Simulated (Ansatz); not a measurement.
Two members of one family (BeO nanocrystals, bare), computed with Ansatz in the gas phase. Binding counts from free atoms in the multiplicity of their measured ground term, without zero-point energy. Sets without diffuse functions give affinities that are too small. A dash marks a value that wasn't run or was left out as unsound. The structures are stationary points that may keep the symmetry of their start. Remarks come from the PBE and PBE0 runs and from stability tests at other levels; not every state was tested. A HOMO above zero means that the electron is unbound at that level and held by the basis, or that self-interaction error raises the level; the energy of removing that electron tells which. HOMO above LUMO (over both spins in singlets and doublets, within one spin in higher multiplets; at PBE or PBE0), or a gap under 0.15 eV within one spin, warns that the state may not be the lowest or that an electron is smeared out.

First: Be9O9, cut from wurtzite, rearranged, rod, bare (singlet, charge 0, PBE-D4/def2-SVP geometry).

| atom | x (Å) | y (Å) | z (Å) |
| --- | --- | --- | --- |
| Be1 | -1.463 | -1.316 | 0.432 |
| O2 | -0.574 | -1.074 | 1.792 |
| O3 | -0.503 | -2.396 | -0.259 |
| Be4 | 0.475 | -1.904 | 0.928 |
| Be5 | 0.562 | -1.571 | -1.129 |
| O6 | 1.687 | -1.358 | 0.049 |
| Be7 | -0.058 | 0.374 | 1.979 |
| O8 | 1.489 | 0.756 | 1.808 |
| Be9 | 1.967 | 0.120 | 0.417 |
| O10 | -2.128 | -0.171 | -0.371 |
| Be11 | -1.320 | 0.069 | -1.723 |
| O12 | 0.133 | -0.456 | -2.115 |
| Be13 | -1.515 | 1.324 | -0.069 |
| O14 | -0.690 | 1.673 | 1.194 |
| O15 | -0.988 | 1.639 | -1.548 |
| Be16 | 0.845 | 1.835 | 0.795 |
| Be17 | 0.508 | 1.068 | -1.629 |
| O18 | 1.572 | 1.387 | -0.551 |

```csv
level,HOMO (eV),LUMO (eV),gap (eV),vertical IE (eV),vertical EA (eV),binding per atom (eV)
PBE-D4/def2-SVP,-7.27,-1.87,5.40,–,–,5.54
PBE-D4/def2-TZVP,-6.89,-1.84,5.05,9.34,0.35,5.50
B3LYP-D4/def2-TZVP,-8.20,-1.33,6.87,10.06,0.18,5.35
PBE0-D4/def2-SVP,-8.87,-1.02,7.84,–,–,5.35
PBE0-D4/def2-TZVP,-8.45,-1.06,7.39,10.10,0.03,5.34
```

Remarks: HOMO above zero (-1 doublet).

Second: Be13O13, cut from zinc blende, rearranged, bare (singlet, charge 0, PBE-D4/def2-SVP geometry).

```
atom   x (Å)   y (Å)   z (Å)
  O1  -0.196   0.616   1.925
  O2  -0.988   2.684   0.435
  O3   1.553   2.673   1.491
  O4   1.998   0.284   0.235
  O5   1.151   2.361  -1.213
  O6  -2.678   0.550   0.945
  O7  -1.783  -1.537   2.497
  O8   0.295  -1.865   0.750
  O9  -2.199  -1.869  -0.202
 O10  -0.874   0.402  -1.213
 O11   1.638  -0.103  -2.381
 O12  -0.022  -2.198  -1.880
 O13   2.516  -2.188  -0.816
Be14   0.183   2.144   1.635
Be15  -1.602  -0.109   2.173
Be16  -2.163   1.898   0.769
Be17   0.829  -0.381   1.149
Be18  -0.311   1.895  -0.776
Be19   1.917   1.882   0.299
Be20   2.432  -0.718  -0.935
Be21   1.601   1.328  -2.132
Be22  -2.035  -0.282  -0.255
Be23  -1.214  -2.070   1.244
Be24   1.086  -2.417  -0.528
Be25  -1.321  -2.360  -1.250
Be26   0.187  -0.618  -1.967
```

What does the change do? Estimate second minus first.


| level | Δ HOMO (eV) | Δ LUMO (eV) | Δ gap (eV) | Δ vertical IE (eV) | Δ vertical EA (eV) | Δ binding per atom (eV) |
| --- | --- | --- | --- | --- | --- | --- |
| PBE-D4/def2-SVP | 1.51 | -1.03 | -2.54 | – | – | -0.08 |
| PBE-D4/def2-TZVP | 1.38 | -0.97 | -2.35 | – | 1.05 | -0.09 |
| B3LYP-D4/def2-TZVP | 1.48 | -0.99 | -2.47 | -1.62 | 1.05 | -0.08 |
| PBE0-D4/def2-SVP | 1.59 | -1.10 | -2.69 | – | – | -0.09 |
| PBE0-D4/def2-TZVP | 1.46 | -1.00 | -2.46 | -1.60 | 1.06 | -0.10 |

Remarks: gap within one spin near zero at PBE or PBE0 (+1 doublet), HOMO above LUMO (+1 doublet), HOMO above zero (-1 doublet).
